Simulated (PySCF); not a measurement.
An excited-state job on `C=C[SiH2][GeH3]`.

Computed with TDDFT wB97X-D/def2-SVPD, vertical, gas phase, core orbitals frozen in the response (PySCF 2.14.0, density-fitted response routines). Geometry: GFN2-xTB. A driver script takes a list of jobs; this job's settings line and coordinates (Å) are shown.

Command:
```bash
OMP_NUM_THREADS=1 python probes_run.py task.json out
```

Input:
```
{"job": {"kind": "uv", "xc": "wB97X-D", "basis": "def2-SVPD", "nstates": 8, "ntriplets": 3}, "charge": 0, "multiplicity": 1}
C      1.833313     0.684981    -0.107936
C      1.454491    -0.554559    -0.372418
Si    -0.323735    -1.159076    -0.239193
Ge    -1.713524     0.588154     0.448578
H      2.857400     1.017293    -0.188249
H      1.121643     1.437164     0.207142
H      2.204033    -1.271512    -0.684898
H     -0.744936    -1.676338    -1.547705
H     -0.371559    -2.272155     0.717935
H     -1.398322     1.188850     1.788683
H     -3.164092     0.227720     0.581911
H     -1.753512     1.788792    -0.453359
```

Output:
```
coarse grid: 43968 points
cycle   1  E = -2447.0868282853  dE = -4.734e-01  |g| = 3.854e-01  |ddm| = 4.296e+00
cycle   2  E = -2447.0993329196  dE = -1.250e-02  |g| = 3.379e-01  |ddm| = 8.173e-01
cycle   3  E = -2447.1130876282  dE = -1.375e-02  |g| = 2.639e-02  |ddm| = 4.496e-01
cycle   4  E = -2447.1132773558  dE = -1.897e-04  |g| = 1.278e-02  |ddm| = 1.092e-01
cycle   5  E = -2447.1133250472  dE = -4.769e-05  |g| = 2.984e-03  |ddm| = 2.925e-02
cycle   6  E = -2447.1133278131  dE = -2.766e-06  |g| = 1.115e-03  |ddm| = 7.585e-03
final grid: 90360 points
cycle   7  E = -2447.1129354613  dE = -1.335e-06  |g| = 1.354e-03  |ddm| = 1.250e-02
cycle   8  E = -2447.1129354702  dE = -8.907e-09  |g| = 1.385e-03  |ddm| = 3.875e-03
cycle   9  E = -2447.1129358969  dE = -4.267e-07  |g| = 1.075e-04  |ddm| = 1.673e-03
cycle  10  E = -2447.1129359014  dE = -4.533e-09  |g| = 5.246e-05  |ddm| = 2.812e-04
cycle  11  E = -2447.1129359025  dE = -1.067e-09  |g| = 1.239e-05  |ddm| = 1.543e-04
cycle  12  E = -2447.1129359025  dE = -6.230e-11  |g| = 3.748e-06  |ddm| = 3.792e-05
converged SCF energy = -2447.1129359025

Static polarisability (au): isotropic 84.118, principal 67.853 90.794 93.706

Singlet excitations
state   eV       nm        f      main configurations
  1   6.7894    182.6   0.00004   H-1->L 0.53, H-2->L 0.34, H-4->L 0.09
  2   7.3114    169.6   0.27257   H->L 0.86
  3   7.4719    165.9   0.00924   H->L+2 0.77
  4   7.5961    163.2   0.00152   H-2->L 0.41, H-1->L 0.37, H->L+2 0.09
  5   7.6529    162.0   0.10657   H-1->L+2 0.53, H-1->L+1 0.17, H-1->L+4 0.12
  6   7.9308    156.3   0.02571   H-1->L+3 0.65, H->L+1 0.19
  7   8.0129    154.7   0.00136   H->L+1 0.55, H-1->L+3 0.23, H->L+6 0.08
  8   8.0345    154.3   0.17500   H-1->L+1 0.62, H-1->L+2 0.26

Triplet excitations (Tamm-Dancoff, eV): 4.5089 6.3136 6.8152
```

The SCF starts on a coarse grid where the log names one; the energy can jump when the final grid takes over, and dE then counts from the start density on the new grid. H and L stand for HOMO and LUMO; the number after each pair is its weight.

Question: How does the lowest singlet excitation compare with the HOMO–LUMO gap?

Answer: HOMO -10.00 eV and LUMO 1.34 eV give a gap of 11.34 eV; S1 at 6.79 eV lies 4.55 eV below it.

Question: Give the mean polarisability as a volume in Å³, and the ratio of the largest to the smallest principal value.

Answer: 84.118 au × 0.148185 = 12.46 Å³; 93.706/67.853 = 1.38.

Summary of the converged run: HOMO -10.00 eV, LUMO 1.34 eV; lowest singlet 6.79 eV; lowest triplet 4.51 eV (Tamm–Dancoff); mean polarisability 84.1 au.

 Relativistic effects, spin–orbit coupling among them, are left out although an element past zinc is present.

Question: Estimate the wall time. Hardware: one thread of an Arm Neoverse N1, no GPU, on a shared host. And the peak memory of the process?

Answer: About 39 s, with 0.68 GiB resident at the peak, the Python interpreter and its libraries included.

One conformer stands for the species.
Labels such as C1 count atoms from 1, the log's own numbers from 0.

Note: wB97X-D ran without an empirical dispersion term, which enters the total energy and its gradient alone.
